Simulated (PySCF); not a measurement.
Spin states of SrBi⁺

Unrestricted PBE0; basis Sr def2-SVPD with ECP28, Bi def2-SVPD with ECP60; scalar-relativistic core potentials; PySCF 2.14. Outer shells of the fragments: Sr+ 5s1; Bi 5d10 6s2 6p3.

Followed along the bond (rough minima from three points):

| 2Ms+1 | unpaired | ⟨S²⟩ at the start | R at minimum (Å) | Te (eV) |
| --- | --- | --- | --- | --- |
| 3 | π ↑↑ | 2.04 | 3.22 | 0.00 |
| 1 | π ↑↓ | 1.00 | 3.20 | 0.31 |
| 1 | none | 0.00 | 3.19 | 1.08 |
| 3 | σ ↑, π ↑ | 2.00 | none in the scan | ≤ 0.94 |
| 5 | σ ↑↑, π ↑↑ | 6.00 | none in the scan | ≤ 1.12 |

Solutions found at the starting distance of 3.270 Å, counted from the lowest of them; the search is not exhaustive and high or unbound solutions are not listed, so other states can lie among these:

```
2Ms+1    unpaired   term  E (eV)  ⟨S²⟩  ⟨Lz²⟩   μ (D)
    3        π ↑↑    ³Σ⁻    0.00  2.04   0.00  -12.40
    1        π ↑↓  mixed    0.31  1.00   2.01  -12.63
    1        none  mixed    1.10  0.00   2.00  -12.53
    3    σ ↑, π ↑     ³Π    1.11  2.00   1.02  -14.02
    5  σ ↑↑, π ↑↑    ⁵Σ⁻    1.24  6.00   0.00   -6.32
    1    σ ↓, π ↑  mixed    1.38  1.02   1.01  -13.82
```

A term symbol is given only where ⟨S²⟩ and ⟨Lz²⟩ are close to those of a pure state; real π, δ and φ orbitals otherwise mix terms. A positive dipole points towards Bi; it is taken about the centre of mass and depends on that origin.

Spin–orbit coupling is left out, which matters for elements this heavy, above all for dissociation energies.
